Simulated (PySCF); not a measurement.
Neon: a sound run and one with changed settings

Sound run: Ne⁺ [He] 2s2 2p5, Ne²⁺ [He] 2s2 2p4. All numbers are calculated (PySCF 2.14, the spin-free X2C one-electron Hamiltonian (Gaussian nucleus), in x2c-SVPall (3s2p1d, 14 functions)). In the sound run the correlated levels freeze 1s2. The sound run starts from symmetry-adapted Hartree-Fock orbitals and uses a fine grid where one is needed.

Changed run: a valence shell is frozen. This setting is unsound on purpose.

| species | method | sound run (hartree) | changed run (hartree) | converged |
| --- | --- | --- | --- | --- |
| Ne⁺ | MP2 | -127.91498 | -127.86976 | yes |
| Ne⁺ | CCSD(T) | -127.92667 | -127.87669 | yes |
| Ne²⁺ | MP2 | -126.42149 | -126.37407 | yes |
| Ne²⁺ | CCSD(T) | -126.43492 | -126.37927 | yes |

Ionisation energy of Ne⁺:

| method | sound run (eV) | changed run (eV) |
| --- | --- | --- |
| UHF | 39.526 | 39.526 |
| MP2 | 40.640 | 40.700 |
| SCS-MP2 | 40.586 | 40.721 |
| CCSD | 40.582 | 40.739 |
| CCSD(T) | 40.593 | 40.747 |

Freezing a valence shell removes pair correlation that changes on ionisation.

For comparison, NIST gives 40.963 eV between the lowest levels.
